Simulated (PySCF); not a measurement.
Species: C5H8FNSi2.
Geometry (GFN2-xTB, Å), atoms numbered from 1 in this order:
```xyz
17
C5H8FNSi2 angstrom
N     -1.7334    0.3657   -2.4187
C     -1.5918    0.0744   -1.3197
C     -1.4013   -0.2613    0.0532
Si    -0.7263    1.2728    1.0082
C      1.0426    1.5440    0.4265
C      1.7978    0.6405   -0.2007
Si     1.2779   -1.1130   -0.6450
C     -0.4299   -1.4319    0.1819
F     -0.2151   -1.6565    1.5423
H     -2.3759   -0.5360    0.4728
H     -0.7957    0.9705    2.4381
H     -1.5662    2.4204    0.6518
H      1.4646    2.5229    0.6320
H      2.8060    0.9186   -0.4921
H      1.1260   -1.2763   -2.0919
H      2.2050   -2.0858   -0.0618
H     -0.8914   -2.3570   -0.1868
```

Computed at PBE0/pcSseg-1 (PySCF, non-relativistic), with Q(14N) = 0.02044 b: N1, 14N (I = 1): χzz = -4.582 MHz, η = 0.155.

(1) Find the zero-field quadrupole resonance frequencies of 14N at N1.

## Answers

(1) From ν± = (3/4)|χ|(1 ± η/3) and ν0 = |χ|η/2: ν+ 3.614 MHz, ν− 3.259 MHz, ν0 0.355 MHz (nitrile nitrogen).

In a crystal, neighbours and librations shift these lines. Isolated species at its GFN2-xTB geometry (one conformer only). GFN2-xTB bond lengths can be off by several hundredths of an ångström, more for odd bonds, and the gradients follow them. These gradients aren't converged with respect to the basis.

These values come from a run that also computed NMR shieldings. Hardware: an Arm Neoverse V1 with one thread, shared host with 32 logical CPUs at a one-minute load of 25. Cost: 43 s of wall time, 0.94 GiB resident at most.
